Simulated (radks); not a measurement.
Q: Method: non-relativistic Kohn-Sham, PBE, spin-unpolarised, spherical densities, point nucleus; computed with a radial shooting solver on a logarithmic mesh with Libxc functionals. Response by self-consistent Sternheimer equations with the Hartree and adiabatic LDA kernel. Rank Li, Ne7+, N4+, B2+, O5+, Be+, F6+, C3+ (NIST ground configurations) by static dipole polarisability, largest first.

A: Li 141.6, Be+ 19.60, B2+ 6.147, C3+ 2.682, N4+ 1.404, O5+ 0.8250, F6+ 0.5255, Ne7+ 0.3551 bohr^3.
